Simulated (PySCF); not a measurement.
Bi(F)(Cl)2, BiCl2F, SMILES [Cl][Bi]([F])[Cl], B3LYP/def2-SVP optimised geometry.

```
4

Bi    -1.10    -1.01     0.00
F     -1.38     1.01     0.00
Cl    -1.54    -1.41     2.40
Cl     1.38    -1.01     0.00
```

Density from B3LYP/def2-TZVP, def2 effective core potentials past Kr (PySCF) at that geometry. The core electrons that the potentials of Bi replace are not part of the density.

Minimum of the electron density along straight lines between bonded atoms, close to the bond critical point (lines longer than 1.1 times the sum of covalent radii, or with two minima, are not listed):

```json
[
 {"bond": "Bi1–F2", "length / Å": "2.038", "ρ at the minimum / e bohr⁻³": "?", "∇²ρ there / e bohr⁻⁵": "?", "position (fraction from the first atom)": "0.53"},
 {"bond": "Bi1–Cl3", "length / Å": "2.477", "ρ at the minimum / e bohr⁻³": "0.079", "∇²ρ there / e bohr⁻⁵": "0.13", "position (fraction from the first atom)": "0.49"},
 {"bond": "Bi1–Cl4", "length / Å": "2.477", "ρ at the minimum / e bohr⁻³": "0.079", "∇²ρ there / e bohr⁻⁵": "0.13", "position (fraction from the first atom)": "0.49"}
]
```

Some entries are withheld; supply them.


- Bi1–F2, ρ at the minimum / e bohr⁻³: 0.111
- Bi1–F2, ∇²ρ there / e bohr⁻⁵: 0.45
